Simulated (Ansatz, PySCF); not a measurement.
TiO₂, SMILES [O]=[Ti]=[O], multiplicity 1. Atoms are numbered in the order given.

```xyz
3

Ti     0.0000     0.0000     0.3982
O      0.0000    -1.3567    -0.5279
O      0.0000     1.3567    -0.5279
```
Charge 0, spin multiplicity 1.

Coordinates come from a TPSSh-D3(BJ)/def2-TZVP optimisation. The spin state was assumed, not searched. The isomer is the one that the SMILES or the coordinates give; other isomers of the formula were not compared.

Two levels are set side by side: PBE-D3(BJ)/def2-TZVP (Ansatz, a first-principles code) and TPSSh-D3(BJ)/def2-TZVP (PySCF). Each level has its own optimised geometry; the coordinates shown are those of the second. Frequencies come from the Hessian of PySCF at each geometry. Differences are taken from unrounded values.

```
quantity                            TPSSh-D3(BJ)
----------------------------------  ------------
mean bond length (Å)                       1.643
bond Ti1–O2 (Å)                            1.643
bond Ti1–O3 (Å)                            1.643
highest harmonic wavenumber (cm⁻¹)          1025
mean harmonic wavenumber (cm⁻¹)              785
zero-point energy (kcal/mol)                3.37
```

Question: What does PBE-D3(BJ) give, and how far is it from TPSSh-D3(BJ)? (The exact figures need the calculation; the answer reports its results.)

Answer: 
```json
[
 {"quantity": "mean bond length (Å)", "PBE-D3(BJ)": "1.650", "PBE-D3(BJ) minus TPSSh-D3(BJ)": "0.008"},
 {"quantity": "bond Ti1–O2 (Å)", "PBE-D3(BJ)": "1.650", "PBE-D3(BJ) minus TPSSh-D3(BJ)": "0.008"},
 {"quantity": "bond Ti1–O3 (Å)", "PBE-D3(BJ)": "1.650", "PBE-D3(BJ) minus TPSSh-D3(BJ)": "0.008"},
 {"quantity": "highest harmonic wavenumber (cm⁻¹)", "PBE-D3(BJ)": "993", "PBE-D3(BJ) minus TPSSh-D3(BJ)": "-33"},
 {"quantity": "mean harmonic wavenumber (cm⁻¹)", "PBE-D3(BJ)": "763", "PBE-D3(BJ) minus TPSSh-D3(BJ)": "-22"},
 {"quantity": "zero-point energy (kcal/mol)", "PBE-D3(BJ)": "3.27", "PBE-D3(BJ) minus TPSSh-D3(BJ)": "-0.09"}
]
```

Exact exchange shortens and stiffens bonds; PBE has none. Differences between two approximate levels are no errors against the true value.
